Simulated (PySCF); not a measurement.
Species: acenaphthylene, C12H8.
SMILES: `C1=Cc2cccc3cccc1c23`

Method used: PySCF 2.14.0, PBE0-D3(BJ)/def2-SVP geometry optimisation, gas phase.

Masses are those of the commonest isotopes; rigid-rotor values at the optimised geometry. 

**Question.** What are A, B and C (cm⁻¹)?

**Answer.** Ia = 333.87, Ib = 413.60, Ic = 747.47 u·Å²; 505379 MHz·u·Å²/I gives 1514, 1222 and 676.1 MHz, that is A = 0.05049, B = 0.04076, C = 0.02255 cm⁻¹.

**Question.** What kind of rotor is it?

**Answer.** An asymmetric top. Ray's parameter κ = (2B − A − C)/(A − C) = 0.303; −1 is the prolate and +1 the oblate limit.

**Question.** What does the inertial defect say?

**Answer.** Planar: Δ = Ic − Ia − Ib = 0.00 u·Å². For a rigid frame Δ = −2 Σ m c², so it vanishes when all atoms lie in the ab plane; here none is more than 0.01 Å from it.

**Question.** Give the coordinates in the principal-axis frame, origin at the centre of mass.

**Answer.** The sense of each axis is arbitrary; atoms in the order of the calculation.
```csv
atom,mass (u),a (Å),b (Å),c (Å)
C1,12.000,0.682,2.334,0.001
C2,12.000,-0.682,2.334,0.000
C3,12.000,-1.159,0.945,-0.001
C4,12.000,-2.387,0.315,0.000
C5,12.000,-2.426,-1.107,0.000
C6,12.000,-1.281,-1.883,0.000
C7,12.000,0.000,-1.261,0.000
C8,12.000,1.280,-1.884,0.000
C9,12.000,2.426,-1.108,0.000
C10,12.000,2.388,0.315,0.000
C11,12.000,1.160,0.945,-0.001
C12,12.000,0.000,0.135,-0.001
H13,1.008,1.322,3.217,0.001
H14,1.008,-1.322,3.217,0.001
H15,1.008,-3.324,0.879,0.001
H16,1.008,-3.400,-1.602,0.000
H17,1.008,-1.358,-2.974,0.001
H18,1.008,1.358,-2.974,0.001
H19,1.008,3.400,-1.602,0.000
H20,1.008,3.324,0.878,0.001
```

**Question.** Which lines would a microwave search look for?

**Answer.** The dipole components are |μa| = 0.00 D, |μb| = 0.37 D, |μc| = 0.00 D; the symmetry axis of this C2v structure is b, so μa and μc vanish by symmetry and there are no a-type or c-type lines. Some lines, for components of 0.1 D or more:

```json
{"type": "b", "branch": "Q", "J(Ka,Kc)": "1(1,0) ← 1(0,1)", "MHz": "838", "lower level (cm⁻¹)": "0.063"}
{"type": "b", "branch": "Q", "J(Ka,Kc)": "2(2,0) ← 2(1,1)", "MHz": "1219", "lower level (cm⁻¹)": "0.236"}
{"type": "b", "branch": "Q", "J(Ka,Kc)": "3(2,1) ← 3(1,2)", "MHz": "1670", "lower level (cm⁻¹)": "0.442"}
{"type": "b", "branch": "Q", "J(Ka,Kc)": "3(3,0) ← 3(2,1)", "MHz": "1902", "lower level (cm⁻¹)": "0.497"}
{"type": "b", "branch": "Q", "J(Ka,Kc)": "2(2,1) ← 2(1,2)", "MHz": "2513", "lower level (cm⁻¹)": "0.181"}
{"type": "b", "branch": "Q", "J(Ka,Kc)": "3(1,2) ← 3(0,3)", "MHz": "3123", "lower level (cm⁻¹)": "0.338"}
{"type": "b", "branch": "Q", "J(Ka,Kc)": "3(2,2) ← 3(1,3)", "MHz": "3508", "lower level (cm⁻¹)": "0.338"}
{"type": "b", "branch": "R", "J(Ka,Kc)": "2(1,2) ← 1(0,1)", "MHz": "3542", "lower level (cm⁻¹)": "0.063"}
{"type": "b", "branch": "R", "J(Ka,Kc)": "3(0,3) ← 2(1,2)", "MHz": "4681", "lower level (cm⁻¹)": "0.181"}
{"type": "b", "branch": "R", "J(Ka,Kc)": "3(1,3) ← 2(0,2)", "MHz": "4788", "lower level (cm⁻¹)": "0.178"}
{"type": "b", "branch": "R", "J(Ka,Kc)": "2(2,1) ← 1(1,0)", "MHz": "5217", "lower level (cm⁻¹)": "0.091"}
{"type": "b", "branch": "R", "J(Ka,Kc)": "3(1,2) ← 2(2,1)", "MHz": "5291", "lower level (cm⁻¹)": "0.265"}
{"type": "b", "branch": "R", "J(Ka,Kc)": "2(2,0) ← 1(1,1)", "MHz": "6106", "lower level (cm⁻¹)": "0.073"}
{"type": "b", "branch": "R", "J(Ka,Kc)": "3(2,2) ← 2(1,1)", "MHz": "6569", "lower level (cm⁻¹)": "0.236"}
{"type": "b", "branch": "R", "J(Ka,Kc)": "3(3,0) ← 2(2,1)", "MHz": "8864", "lower level (cm⁻¹)": "0.265"}
```

**Question.** Estimate the classical rotational partition function at 10 K, 200 K and 500 K.

**Answer.** Point group C2v, symmetry number σ = 2; q = (√π/σ)·√((kT/h)³/(ABC)), k/h = 20836.6 MHz/K: 2380 at 10 K, 213000 at 200 K, 843000 at 500 K.

Not checked by PBE0-D3(BJ)/def2-SVP frequencies. These are rigid-rotor constants of the computed structure; measured ground-state constants (B0) also hold zero-point vibration.

Time: 7.2 min wall, 11 min CPU; peak memory 1.1 GiB. Hardware: 2 threads of an Intel Xeon at 2.50 GHz, shared host. This is the geometry optimisation.
